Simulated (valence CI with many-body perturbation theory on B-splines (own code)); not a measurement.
**Pt LXIV: electric-dipole lines**

Calculated by valence CI with perturbative core correlation (CI+MBPT): five valence electrons over a frozen Dirac-Fock core [Ne], a basis of 9 s, 9 p, 8 d, 6 f, 3 g, 1 h functions for each j, with the one-electron correlation potential Σ1 (screened to all orders), the two-electron term Σ2, the three-electron term Σ3, Breit, model QED; selected single and double excitations, second order for the rest (own B-spline code, finite nucleus).

No measured spectrum was set against this ion. As an estimate, large intervals hold to a few tenths of a per cent, small ones and those within an open d or f shell to about a per cent. Among the levels kept, up to 640 cm⁻¹ of a level comes from second order outside the variational space, and about a tenth of that is noise between levels of different J, which matters for small intervals.

Lines 51 to 100 of 223 in falling wavelength, among levels below 1106.8 eV, chosen from the strongest by gf and those to the six lowest levels. Wavelengths and rates use the calculated energies. Electric multipoles are in the length gauge, E1 and E2 with the static RPA response of the core. Weak lines are less certain than strong ones. Lines between different terms over intervals too small for the method are left out, as are lines whose strength nearly cancels. The highest levels of a list are the least certain.

Levels are named by their leading jj configuration (3d3/2^4 stands for four electrons in 3d with j = 3/2), which in mixed levels can hold well under half, so a name can repeat and another be missing. Letters in brackets count levels of one name in rising energy.

| λ vac (Å) | Upper | Lower | A (s⁻¹) | S (a.u.) |
| --- | --- | --- | --- | --- |
| 57.71 | (3s 3p1/2^2 3p3/2 3d5/2) J=7/2 [a] | (3s^2 3p1/2 3p3/2 3d5/2) J=7/2 [a] | 4.84e+09 | 3.67e-03 |
| 57.66 | (3s 3p1/2^2 3p3/2 3d3/2) J=3/2 [b] | (3s^2 3p1/2 3p3/2 3d3/2) J=3/2 [a] | 9.48e+09 | 3.59e-03 |
| 57.61 | (3s 3p1/2^2 3p3/2 3d5/2) J=7/2 [b] | (3s^2 3p1/2 3p3/2 3d5/2) J=5/2 [a] | 1.52e+09 | 1.15e-03 |
| 57.52 | (3s 3p1/2^2 3p3/2 3d3/2) J=3/2 [b] | (3s^2 3p1/2 3p3/2 3d3/2) J=1/2 [a] | 1.02e+10 | 3.85e-03 |
| 57.25 | (3s^2 3p1/2 3d3/2^2) J=5/2 | (3s^2 3p1/2 3p3/2 3d3/2) J=5/2 [b] | 1.16e+10 | 6.47e-03 |
| 57.03 | (3s 3p1/2^2 3p3/2 3d3/2) J=5/2 [b] | (3s^2 3p1/2 3p3/2 3d3/2) J=7/2 | 5.59e+10 | 3.07e-02 |
| 57.00 | (3s^2 3p1/2 3p3/2 3d3/2) J=1/2 [a] | (3s^2 3p1/2 3p3/2^2) J=1/2 | 4.44e+09 | 8.11e-04 |
| 56.87 | (3s^2 3p1/2 3p3/2 3d3/2) J=3/2 [a] | (3s^2 3p1/2 3p3/2^2) J=1/2 | 3.05e+09 | 1.11e-03 |
| 56.84 | (3s^2 3p1/2 3d3/2 3d5/2) J=5/2 [a] | (3s^2 3p1/2 3p3/2 3d5/2) J=3/2 [b] | 3.58e+09 | 1.95e-03 |
| 56.59 | (3s 3p1/2^2 3p3/2 3d5/2) J=7/2 [b] | (3s^2 3p1/2 3p3/2 3d5/2) J=9/2 | 4.56e+10 | 3.26e-02 |
| 56.56 | (3s 3p1/2^2 3p3/2 3d3/2) J=3/2 [b] | (3s^2 3p1/2 3p3/2 3d3/2) J=5/2 [a] | 2.85e+10 | 1.02e-02 |
| 56.11 | (3s^2 3p1/2 3d3/2 3d5/2) J=3/2 | (3s^2 3p1/2 3p3/2 3d5/2) J=1/2 | 5.77e+09 | 2.01e-03 |
| 56.10 | (3s 3p1/2^2 3p3/2^2) J=3/2 | (3s^2 3p1/2 3p3/2^2) J=3/2 | 1.91e+10 | 6.64e-03 |
| 55.59 | (3s^2 3p1/2 3d3/2 3d5/2) J=7/2 [a] | (3s^2 3p1/2 3p3/2 3d5/2) J=7/2 [b] | 7.28e+09 | 4.94e-03 |
| 55.39 | (3s 3p1/2^2 3p3/2^2) J=1/2 | (3s^2 3p1/2 3p3/2^2) J=3/2 | 3.97e+08 | 6.66e-05 |
| 55.09 | (3s^2 3p1/2 3d3/2 3d5/2) J=7/2 [a] | (3s^2 3p1/2 3p3/2 3d5/2) J=5/2 [b] | 3.07e+09 | 2.02e-03 |
| 54.83 | (3s^2 3p1/2 3p3/2^2) J=1/2 | (3s^2 3p1/2^2 3d3/2) J=3/2 | 4.04e+06 | 6.58e-07 |
| 54.78 | (3s 3p1/2^2 3p3/2 3d3/2) J=5/2 [b] | (3s^2 3p1/2 3p3/2 3d3/2) J=3/2 [a] | 6.51e+09 | 3.17e-03 |
| 54.52 | (3s^2 3p1/2 3d3/2 3d5/2) J=5/2 [a] | (3s^2 3p1/2 3p3/2 3d5/2) J=7/2 [b] | 6.92e+09 | 3.32e-03 |
| 53.82 | (3s^2 3p1/2 3p3/2 3d3/2) J=5/2 [a] | (3s^2 3p1/2 3p3/2^2) J=5/2 | 8.01e+09 | 3.70e-03 |
| 53.55 | (3s 3p1/2^2 3p3/2 3d3/2) J=1/2 [b] | (3s^2 3p1/2 3p3/2 3d3/2) J=3/2 [a] | 6.05e+10 | 9.17e-03 |
| 53.44 | (3s 3p1/2^2 3p3/2 3d3/2) J=1/2 [b] | (3s^2 3p1/2 3p3/2 3d3/2) J=1/2 [a] | 1.02e+10 | 1.53e-03 |
| 53.33 | (3s 3p1/2^2 3p3/2 3d5/2) J=3/2 [b] | (3s^2 3p1/2 3p3/2 3d5/2) J=5/2 [a] | 1.53e+10 | 4.59e-03 |
| 53.26 | (3s 3p1/2^2 3p3/2 3d5/2) J=7/2 [b] | (3s^2 3p1/2 3p3/2 3d5/2) J=7/2 [a] | 2.20e+10 | 1.31e-02 |
| 53.03 | (3s 3p1/2^2 3p3/2 3d5/2) J=5/2 [b] | (3s^2 3p1/2 3p3/2 3d5/2) J=3/2 [a] | 9.44e+09 | 4.17e-03 |
| 52.87 | (3s^2 3p1/2 3p3/2 3d3/2) J=3/2 [a] | (3s^2 3p1/2 3p3/2^2) J=5/2 | 2.25e+10 | 6.55e-03 |
| 52.48 | (3s^2 3p1/2 3d3/2 3d5/2) J=3/2 | (3s^2 3p1/2 3p3/2 3d5/2) J=5/2 [b] | 4.74e+09 | 1.35e-03 |
| 52.08 | (3s^2 3p1/2 3d3/2 3d5/2) J=9/2 | (3s^2 3p1/2 3p3/2 3d5/2) J=7/2 [b] | 4.01e+09 | 2.79e-03 |
| 52.06 | (3s 3p1/2^2 3p3/2 3d3/2) J=3/2 [b] | (3s 3p1/2^2 3p3/2^2) J=1/2 | 5.92e+09 | 1.65e-03 |
| 51.44 | (3s 3p1/2^2 3p3/2 3d3/2) J=3/2 [b] | (3s 3p1/2^2 3p3/2^2) J=3/2 | 1.44e+10 | 3.88e-03 |
| 51.33 | (3s 3p1/2^2 3p3/2 3d3/2) J=5/2 [a] | (3s 3p1/2^2 3p3/2^2) J=5/2 | 7.12e+09 | 2.85e-03 |
| 51.06 | (3s^2 3p1/2 3p3/2 3d3/2) J=5/2 [a] | (3s^2 3p1/2 3p3/2^2) J=3/2 | 5.09e+07 | 2.01e-05 |
| 50.93 | (3s^2 3p1/2 3p3/2 3d3/2) J=7/2 | (3s^2 3p1/2 3p3/2^2) J=5/2 | 1.77e+09 | 9.22e-04 |
| 50.86 | (3s 3p1/2^2 3p3/2 3d3/2) J=3/2 [a] | (3s 3p1/2^2 3p3/2^2) J=5/2 | 1.96e+10 | 5.09e-03 |
| 50.49 | (3s^2 3p1/2 3d3/2 3d5/2) J=7/2 [a] | (3s^2 3p1/2 3p3/2 3d5/2) J=5/2 [a] | 4.44e+09 | 2.25e-03 |
| 50.44 | (3s^2 3p1/2^2 3d3/2) J=3/2 | (3s^2 3p1/2^2 3p3/2) J=3/2 | 1.46e+10 | 3.70e-03 |
| 50.30 | (3s^2 3p1/2 3p3/2 3d3/2) J=1/2 [a] | (3s^2 3p1/2 3p3/2^2) J=3/2 | 5.98e+09 | 7.51e-04 |
| 50.20 | (3s^2 3p1/2 3p3/2 3d3/2) J=3/2 [a] | (3s^2 3p1/2 3p3/2^2) J=3/2 | 8.23e+08 | 2.06e-04 |
| 49.87 | (3s^2 3p1/2 3d3/2^2) J=5/2 | (3s^2 3p1/2 3p3/2 3d3/2) J=7/2 | 2.35e+09 | 8.64e-04 |
| 49.70 | (3s^2 3p1/2 3d3/2 3d5/2) J=7/2 [a] | (3s^2 3p1/2 3p3/2 3d5/2) J=9/2 | 1.61e+09 | 7.82e-04 |
| 49.54 | (3s^2 3p1/2 3d3/2^2) J=1/2 | (3s^2 3p1/2 3p3/2 3d3/2) J=1/2 [b] | 1.93e+10 | 2.32e-03 |
| 48.97 | (3s 3p1/2^2 3p3/2 3d3/2) J=7/2 | (3s 3p1/2^2 3p3/2^2) J=5/2 | 5.25e+09 | 2.43e-03 |
| 48.29 | (3s^2 3p1/2 3d3/2 3d5/2) J=3/2 | (3s^2 3p1/2 3p3/2 3d5/2) J=5/2 [a] | 3.80e+09 | 8.44e-04 |
| 48.14 | (3s^2 3p1/2 3d3/2^2) J=5/2 | (3s^2 3p1/2 3p3/2 3d3/2) J=3/2 [a] | 2.97e+09 | 9.80e-04 |
| 47.37 | (3s^2 3p1/2 3d3/2^2) J=5/2 | (3s^2 3p1/2 3p3/2 3d3/2) J=5/2 [a] | 9.23e+09 | 2.91e-03 |
| 47.12 | (3s^2 3p1/2 3d3/2 3d5/2) J=1/2 | (3s^2 3p1/2 3p3/2 3d5/2) J=3/2 [a] | 9.11e+09 | 9.41e-04 |
| 47.11 | (3s^2 3p1/2 3d3/2 3d5/2) J=7/2 [a] | (3s^2 3p1/2 3p3/2 3d5/2) J=7/2 [a] | 3.24e+09 | 1.34e-03 |
| 47.04 | (3s^2 3p1/2 3d3/2 3d5/2) J=5/2 [b] | (3s^2 3p1/2 3p3/2 3d5/2) J=3/2 [b] | 5.34e+09 | 1.65e-03 |
| 46.88 | (3s^2 3p1/2 3d3/2 3d5/2) J=9/2 | (3s^2 3p1/2 3p3/2 3d5/2) J=9/2 | 1.97e+10 | 1.00e-02 |
| 46.80 | (3s^2 3p1/2 3d3/2^2) J=3/2 | (3s^2 3p1/2 3p3/2 3d3/2) J=5/2 [b] | 1.18e+10 | 2.39e-03 |
